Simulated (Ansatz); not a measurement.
Reaction (ligand exchange at a B–O bond): `B[O][AlH][NH2]` + `[BH2][AlH][OH]` → `B[O][AlH][BH2]` + `[NH2][AlH][OH]`

Isolated molecules relaxed with PBE0-D4/def2-TZVP in Ansatz; ΔE leaves out vibrations. CCSD(T)/CBS is the MP2 limit (def2-TZVPP, def2-QZVPP) plus CCSD(T) − MP2 in def2-TZVPP, frozen cores. This one scheme is used for every species. Functionals use def2-TZVPP. HSE06 is defined as in plane-wave codes. One conformer a species, not always the lowest.

Question: Is it downhill or uphill in electronic energy at CCSD(T)/CBS, and by how much? (An estimate is asked.)

Answer: The calculation gave: Nearly level: ΔE = +0.2 kcal/mol.

Question: What do these levels give: revPBE-D4, BLYP-D4, B97M-V, r2SCANh-D4, ωB97X-V, revPBE, HSE06, BHLYP, CCSD(T)/def2-SVP, HF/def2-TZVPP, CCSD(T)/def2-TZVPP, CCSD/CBS(def2)? (An estimate is asked.)

Answer: The calculation gave: revPBE-D4 0.1, BLYP-D4 0.1, B97M-V 0.3, r2SCANh-D4 0.2, ωB97X-V 0.3, revPBE 0.1, HSE06 0.2, BHLYP 0.4, CCSD(T)/def2-SVP 1.4, HF/def2-TZVPP 0.5, CCSD(T)/def2-TZVPP 0.3, CCSD/CBS(def2) 0.3 kcal/mol.

Question: What do rigid-rotor, harmonic-oscillator terms from PBE0-D4/def2-TZVP frequencies (298.15 K, 1 bar) make of the CCSD(T)/CBS value? (Best estimate.)

Answer: Ansatz gave: ΔZPE = 0.0 kcal/mol, ΔH = +0.2 kcal/mol, ΔS = -3 J/(mol·K), ΔG = +0.4 kcal/mol.

Largest T1 diagnostic among the species: 0.014.

At CCSD(T), def2-SVP lies +1.2 kcal/mol from the extrapolated value and def2-TZVPP +0.1 kcal/mol. Leaving LDA and LC-ωPBE aside and taking each functional with its dispersion term where it has one, the values, not all of them listed here, spread over 0.3 kcal/mol, from PBE-D4 to BHLYP-D4.
